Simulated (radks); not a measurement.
Trend from Li to Ne: ionisation energy by Delta-SCF between NIST ground configurations, and size. Method: scalar-relativistic Kohn-Sham, r2SCAN, spin-polarised, spherical densities, finite nucleus; open shells are filled with parallel spins first; meta-GGA in the generalised Kohn-Sham scheme; Fermi nuclear charge, rms radius of each element as measured or else 0.836 A^(1/3) + 0.57 fm; computed with a radial shooting solver on a logarithmic mesh with Libxc functionals.

species  configuration  configuration of the ion  IE (eV)  NIST (eV)  kind  r at 0.001 e/bohr^3 (bohr)
Li            [He] 2s1                      [He]    5.395      5.392  exp.                        4.18
Be            [He] 2s2                  [He] 2s1    8.792      9.323  exp.                        4.15
B         [He] 2s2 2p1                  [He] 2s2    8.306      8.298  exp.                        3.90
C         [He] 2s2 2p2              [He] 2s2 2p1   11.865     11.260  exp.                        3.63
N         [He] 2s2 2p3              [He] 2s2 2p2   15.470     14.534  exp.                        3.38
O         [He] 2s2 2p4              [He] 2s2 2p3   12.886     13.618  exp.                        3.25
F         [He] 2s2 2p5              [He] 2s2 2p4   17.751     17.423  exp.                        3.09
Ne                [Ne]              [He] 2s2 2p5   22.487     21.565  exp.                        2.94

Reference values: NIST Atomic Spectra Database (exp. = measured, semi-emp. = semi-empirical, theory = theoretical value adopted there). Open shells are spherical and high-spin; term and fine-structure splittings are not resolved.
